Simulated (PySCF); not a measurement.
CH6BOSi, CH4OSi2 (calculated)

Computed with PySCF 2.14.0. Calculation on a computer-drawn molecule: optimised geometry and harmonic frequencies of an isolated molecule of the commonest isotopes, restricted reference for singlets and unrestricted otherwise, frozen core in MP2.

Common to all runs: multiplicity 1; method HF; basis cc-pV(D+d)Z.

(1) CH6BOSi

Start structure:
```xyz
10
CH6BOSi
C      1.2891     2.8687    -0.7694
B      0.2984     2.4688    -1.9461
O     -0.4012     1.3544    -1.8495
Si    -1.1585    -0.0560    -1.6773
H      2.3062     3.0230    -1.1592
H      1.3439     2.1641     0.0170
H      0.9824     3.8438    -0.4257
H      0.1481     3.0037    -2.9347
H     -0.5588    -1.1650    -2.1914
H     -2.4751     0.1750    -1.0695
```

It was run with charge 1.

The calculation gives: rotational constants 26.93, 2.555, 2.442 GHz; total energy -429.6510 hartree; convergence status largest gradient component 2.329e-05 hartree/bohr.

Drawn bonds:
```tsv
atom	other atom	order
1	2	1
2	3	1
3	4	1
1	5	1
1	6	1
1	7	1
2	8	1
4	9	1
4	10	1
```

Optimised structure:
```xyz
10
CH6BOSi
C      1.3238     2.9187    -0.7808
B      0.3680     2.4758    -1.9184
O     -0.3820     1.2683    -1.7872
Si    -1.2215    -0.0227    -1.7055
H      2.3271     3.0723    -1.1923
H      1.3854     2.2301     0.0625
H      1.0038     3.9010    -0.4146
H      0.1688     3.0517    -2.9404
H     -0.6512    -1.2591    -2.2193
H     -2.5477     0.0443    -1.1098
```

Modes:
```tsv
frequency (cm⁻¹)	reduced mass (dalton)
53.35	1.1
106.4	3.198
112.1	4.426
159.6	1.126
401.1	3.282
678.2	2.27
686.9	1.183
748.8	1.217
798.9	1.162
940.2	1.662
1040	1.465
1040	1.285
1097	2.025
1267	1.451
1340	10.37
1453	1.345
1543	1.052
1547	1.092
2448	1.026
2498	1.063
2805	1.096
3168	1.041
3231	1.095
3277	1.102
```

(2) CH4OSi2

Start structure:
```xyz
8
CH4OSi2
O     -0.4456    -0.7647    -0.9788
C      0.5868    -0.3126    -0.2424
Si     1.9727     0.5724    -1.0295
Si     1.6339     0.5954    -3.1525
H     -1.0545    -1.1885    -0.4235
H      0.4816    -0.5021     0.8988
H      2.8352     0.9243     0.2647
H      2.8845     1.3527    -3.5771
```

It was run with charge 0.

Results for CH4OSi2: rotational constants 8.567, 2.5, 1.935 GHz; total energy -692.8072 hartree; convergence status largest gradient component 2.445e-05 hartree/bohr.

Drawn bonds:
```tsv
atom	other atom	order
1	2	1
2	3	2
3	4	1
1	5	1
2	6	1
3	7	1
4	8	1
```

Optimised structure:
```xyz
8
CH4OSi2
O     -0.5447    -0.8596    -0.8477
C      0.5152    -0.3355    -0.2344
Si     1.8475     0.4977    -1.0303
Si     1.7720     0.7050    -3.3305
H     -1.1366    -1.2598    -0.2285
H      0.5185    -0.4539     0.8494
H      2.8309     0.9341    -0.0180
H      3.0918     1.4489    -3.4003
```

Modes:
```tsv
frequency (cm⁻¹)	reduced mass (dalton)
109.5	8.247
138.6	2.41
300.9	1.218
345.3	1.092
384.7	5.663
446.4	5.167
533.7	1.131
719.1	1.325
784.7	1.205
833.5	2.693
920.4	1.381
1277	2.372
1346	1.358
1588	1.542
2140	1.041
2325	1.043
3272	1.088
4150	1.067
```
